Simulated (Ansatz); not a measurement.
Two isomers of CH4BNOSi: A = `OB1C=N[SiH2]1`, B = `N=C1OB1[SiH3]`.

Gas-phase electronic energies from Ansatz, PBE0-D4/def2-TZVP geometries. CCSD(T)/CBS is the MP2 limit (def2-TZVPP, def2-QZVPP) plus CCSD(T) − MP2 in def2-TZVPP, frozen cores. DFT in def2-TZVPP. B3LYP here is the variant with VWN-RPA as its local correlation; programs differ in this. One conformer a species, not always the lowest.

(1) Which is lower in electronic energy at CCSD(T)/CBS, and by how much? (Estimate.)

(2) Give E(B) − E(A) in kJ/mol with B3LYP-D4, CCSD(T)/def2-SVP, MP2/def2-TZVPP, ωB97M-V, PBE-D4, CCSD/def2-TZVPP, BLYP-D4. (Best estimate.)

(3) Does the order hold for the free energy at 298.15 K (harmonic terms from PBE0-D4)? (An estimate is asked.)

Largest T1 diagnostic: 0.017.

## Answers

(1) Ansatz gave: A, by 126.9 kJ/mol.

(2) The calculation gave: B3LYP-D4 112.9, CCSD(T)/def2-SVP 109.6, MP2/def2-TZVPP 123.2, ωB97M-V 120.5, PBE-D4 101.4, CCSD/def2-TZVPP 125.5, BLYP-D4 101.7. None reverses the order clearly.

(3) Ansatz gave: Yes: G(B) − G(A) = +112.6 kJ/mol, for one conformer each. Modes under 60 cm⁻¹, often nearly free rotors, make the harmonic entropy too high.

In def2-TZVPP, CCSD(T) changes the Hartree–Fock value by −13.0 kJ/mol (the triples alone add −3.0 kJ/mol) and MP2 by −12.4 kJ/mol. From BLYP to BHLYP (50 % exact exchange), in def2-TZVPP and without D4, E(B) − E(A) moves by +29.7 kJ/mol.
